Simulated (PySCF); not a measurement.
silicon dioxide molecule (O2Si), SMILES O=[Si]=O.

Geometry: ωB97X-D3(BJ)/def2-TZVP.

Two levels are set side by side: PBE/def2-TZVPD (PySCF) and B3LYP/def2-TZVPD (PySCF). Same geometry, gas phase. Differences are taken from unrounded values.

```json
[
 {"quantity": "orbital gap (eV)", "PBE": "3.97"},
 {"quantity": "highest occupied level (eV)", "PBE": "-8.46"},
 {"quantity": "lowest empty level (eV)", "PBE": "-4.49"},
 {"quantity": "mean polarisability (bohr³)", "PBE": "31.3"}
]
```

Task: These are the PBE values. What does B3LYP give? (An estimate is asked for; the answer gives what the named calculation found.)

Result: 
```json
[
 {"quantity": "orbital gap (eV)", "B3LYP": "5.87", "PBE minus B3LYP": "-1.90"},
 {"quantity": "highest occupied level (eV)", "B3LYP": "-9.75", "PBE minus B3LYP": "1.29"},
 {"quantity": "lowest empty level (eV)", "B3LYP": "-3.88", "PBE minus B3LYP": "-0.61"},
 {"quantity": "mean polarisability (bohr³)", "B3LYP": "29.8", "PBE minus B3LYP": "1.5"}
]
```

Without exact exchange PBE keeps part of each electron's self-repulsion, which lifts occupied levels and narrows the gap. Loosely held outer electrons make PBE densities more polarisable. Differences between two approximate levels are no errors against the true value.

Rough cost on one machine, each run with all the roots and properties that it gave: B3LYP against PBE within a factor of 2.
